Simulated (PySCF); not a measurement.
ClH2Si, multiplicity 2. Atoms are numbered in the order given.

```xyz
4

Si    -1.0329     0.1014     0.0000
Cl     1.0317    -0.0164     0.0000
H     -1.5389    -0.5700    -1.2234
H     -1.5389    -0.5700     1.2234
```
Charge 0, spin multiplicity 2.

The structure is a stationary point at B3LYP-D3(BJ)/def2-TZVP. The isomer is the one that the SMILES or the coordinates give; other isomers of the formula were not compared.

Method: TDA-M06-2X/def2-TZVPD run with PySCF 2.14.0.

Vertical excitations. Isolated molecule, no solvent.

### Question
List the lowest excited states. (Estimate from the structure and the level; the computed values follow.)

### Answer

| state | energy (eV) | λ (nm) | f | main pairs |
|---|---|---|---|---|
| root 1 | 4.31 | 288 | 0.022 | α HOMO→LUMO 86 % |
| root 2 | 4.47 | 278 | 0.002 | β HOMO→LUMO 94 % |
| root 3 | 5.46 | 227 | 0.028 | α HOMO→LUMO+1 67 %, α HOMO→LUMO+3 22 % |
| root 4 | 5.65 | 219 | 0.021 | β HOMO−1→LUMO 88 % |
| root 5 | 5.71 | 217 | 0.066 | α HOMO→LUMO+5 85 % |
| root 6 | 6.04 | 205 | 0.002 | β HOMO−2→LUMO 86 % |
| root 7 | 6.24 | 199 | 0.020 | α HOMO→LUMO+6 16 %, α HOMO→LUMO+3 7 %, α HOMO→LUMO+1 7 %, β HOMO−3→LUMO 62 % |
| root 8 | 6.29 | 197 | 0.035 | α HOMO→LUMO+6 29 %, α HOMO→LUMO+3 22 %, α HOMO→LUMO+1 11 %, β HOMO−3→LUMO 31 % |
| root 9 | 6.74 | 184 | 0.000 | α HOMO→LUMO+2 89 % |
| root 10 | 6.91 | 179 | 0.032 | α HOMO→LUMO+4 82 % |
Unrestricted roots are not spin-pure.
